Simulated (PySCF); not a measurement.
# Heteronuclear NMR

Cartesian coordinates in Å; atom numbers follow the order of the lines, from 1:
```xyz
15

O    -3.291   -0.110    1.109
C    -2.472   -0.683    0.434
C    -1.088   -0.255    0.220
C    -0.640    0.914    0.836
C     0.669    1.405    0.693
C     1.439    0.622   -0.106
C     1.005   -0.537   -0.722
C    -0.242   -1.045   -0.608
C     2.414   -0.118   -0.951
H    -2.732   -1.622   -0.097
H    -1.351    1.451    1.446
H     0.990    2.312    1.182
H    -0.605   -1.949   -1.075
H     3.211   -0.671   -0.469
H     2.688    0.294   -1.916
```

[PySCF: shieldings: GIAO PBE0/pcSseg-1; geometry: GFN2-xTB; non-relativistic Hamiltonian; no solvent model; one computed conformer; equivalent nuclei averaged]

Q: Predict the 17O NMR data.

A: 
```tsv
atoms	environment	σ (ppm)	δ (ppm)
O1	aldehyde oxygen	-314.8	553.4
```

Shieldings were converted by a linear fit to measured shifts: 17O (scatter 10.7 ppm rms, 12.2 ppm with the 3 outliers that the fit left out vs liquid water, solution or neat liquid). A few per cent of atoms miss by over 2 rms, more outside the fitted compound classes.

On a 400 MHz spectrometer 17O resonates near 54.2 MHz, so 1 ppm is 54.2 Hz.
